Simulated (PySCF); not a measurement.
neopentane (C5H12), singlet, geometry from GFN2-xTB, with bond 16-5 at 1.6 times its length; PySCF with M062X/6-31G.

Here is a job for PySCF.
```python
from pyscf import gto, scf, dft

mol = gto.Mole()
mol.atom = '''
    C    -0.34215524   -0.44093178    1.42464201
    C     0.00000000   -0.00000000    0.00000000
    C     0.14029710    1.52302017   -0.04268716
    C    -1.11651382   -0.43618167   -0.95091448
    C     1.31837196   -0.64590671   -0.43104038
    H    -1.27791688    0.00855262    1.74994028
    H    -0.44624317   -1.52262297    1.47577845
    H     0.44101505   -0.13950486    2.11695060
    H     0.38391316    1.85675159   -1.04905668
    H    -0.78835260    2.00145569    0.26098084
    H     0.93057933    1.85339821    0.62799115
    H    -2.06369048    0.01337275   -0.66063489
    H    -1.23201677   -1.51780284   -0.93479673
    H    -0.89142473   -0.13133135   -1.97067241
    H     1.23876228   -1.73061949   -0.40725903
    H     2.61060962   -0.16845818    0.63288522
    H     1.57935432   -0.34414799   -1.44313471
'''
mol.basis = '6-31g'
mol.verbose = 4
mol.build()

mf = dft.RKS(mol)
mf.xc = 'm062x'
mf.diis = False
mf.damp = 0.3
mf.diis_start_cycle = 200
mf.max_cycle = 150
mf.kernel()
mf.analyze()
```

It wrote (shortened):

```
PySCF version 2.14.0

[INPUT] verbose = 4
[INPUT] num. atoms = 17
[INPUT] num. electrons = 42
[INPUT] charge = 0
[INPUT] spin (= nelec alpha-beta = 2S) = 0
[INPUT] symmetry False subgroup None
[INPUT] Mole.unit = angstrom
[INPUT] Symbol           X                Y                Z      unit          X                Y                Z       unit  Magmom
[...]
nuclear repulsion = 197.235953514288
number of shells = 49
number of NR pGTOs = 158
number of NR cGTOs = 69
basis = 6-31g
ecp = {}

******** <class 'pyscf.dft.rks.RKS'> ********
method = RKS
initial guess = minao
damping factor = 0.3
level_shift factor = 0
DIIS disabled
SCF conv_tol = 1e-09
SCF conv_tol_grad = None
SCF max_cycles = 150
direct_scf = True
direct_scf_tol = 1e-13
XC library pyscf.dft.libxc version 7.1.2
    S. Lehtola, C. Steigemann, M. J. T. Oliveira, and M. A. L. Marques,  SoftwareX 7, 1–5 (2018)
XC functionals = m062x
    Y. Zhao and D. G. Truhlar,  Theor. Chem. Acc. 120, 215 (2008)
    Y. Zhao and D. G. Truhlar,  Theor. Chem. Acc. 120, 215 (2008)
radial grids:
    Treutler-Ahlrichs [JCP 102, 346 (1995); DOI:10.1063/1.469408] (M4) radial grids

becke partition: Becke, JCP 88, 2547 (1988); DOI:10.1063/1.454033
pruning grids: <function nwchem_prune>
grids dens level: 3
symmetrized grids: False
atomic radii adjust function: <function treutler_atomic_radii_adjust>
small_rho_cutoff = 0
Set gradient conv threshold to 3.16228e-05
Initial guess from minao.
tot grids = 188288
init E= -197.900295822379
[...]
cycle= 1 E= -197.492259481146  delta_E= 0.408  |g|= 0.296  |ddm|= 3.22
[...]
cycle= 2 E= -197.515556013281  delta_E= -0.0233  |g|= 0.113  |ddm|= 0.365
[...]
cycle= 3 E= -197.519176062488  delta_E= -0.00362  |g|= 0.0497  |ddm|= 0.157
[...]
cycle= 4 E= -197.519808910694  delta_E= -0.000633  |g|= 0.0223  |ddm|= 0.0643
[...]
cycle= 5 E= -197.519940184228  delta_E= -0.000131  |g|= 0.0117  |ddm|= 0.0353
[...]
cycle= 6 E= -197.519971801849  delta_E= -3.16e-05  |g|= 0.00596  |ddm|= 0.0161
[...]
cycle= 7 E= -197.51998019698  delta_E= -8.4e-06  |g|= 0.00329  |ddm|= 0.00945
[...]
cycle= 8 E= -197.519982555913  delta_E= -2.36e-06  |g|= 0.00176  |ddm|= 0.00465
[...]
cycle= 9 E= -197.519983240513  delta_E= -6.85e-07  |g|= 0.000978  |ddm|= 0.00271
[...]
cycle= 10 E= -197.519983442818  delta_E= -2.02e-07  |g|= 0.00053  |ddm|= 0.00139
[...]
cycle= 11 E= -197.519983503245  delta_E= -6.04e-08  |g|= 0.000295  |ddm|= 0.000801
[...]
cycle= 12 E= -197.519983521405  delta_E= -1.82e-08  |g|= 0.000161  |ddm|= 0.000421
[...]
cycle= 13 E= -197.519983526884  delta_E= -5.48e-09  |g|= 8.91e-05  |ddm|= 0.00024
[...]
cycle= 14 E= -197.519983528544  delta_E= -1.66e-09  |g|= 4.88e-05  |ddm|= 0.000128
[...]
cycle= 15 E= -197.519983529044  delta_E= -5.01e-10  |g|= 2.7e-05  |ddm|= 7.22e-05
[...]
Extra cycle  E= -197.519983528941  delta_E= 1.04e-10  |g|= 3.27e-05  |ddm|= 5.56e-05
converged SCF energy = -197.519983528941
**** SCF Summaries ****
Total Energy =                        -197.519983528940543
Nuclear Repulsion Energy =             197.235953514287985
One-electron Energy =                 -654.325733053764225
Two-electron Energy =                  259.569796010535697
Two-electron Coulomb Energy =          290.967471890768877
DFT Exchange-Correlation Energy =      -31.397675880233173
HOMO-LUMO gap [eV] =                     9.974663226169220
**** MO energy ****
[...]
 ** Mulliken pop on meta-lowdin orthogonal AOs  **
 ** Mulliken pop  **
 ** Mulliken atomic charges  **
charge of    0C =     -0.31774
charge of    1C =      0.07608
charge of    2C =     -0.31774
charge of    3C =     -0.32004
charge of    4C =     -0.22340
charge of    5H =      0.09938
charge of    6H =      0.09957
charge of    7H =      0.10660
charge of    8H =      0.09956
charge of    9H =      0.09937
charge of   10H =      0.10662
charge of   11H =      0.10787
charge of   12H =      0.10232
charge of   13H =      0.10235
charge of   14H =      0.10989
charge of   15H =     -0.04057
charge of   16H =      0.10987
Dipole moment(X, Y, Z, Debye): -0.74982, -0.14247, -0.43748
```
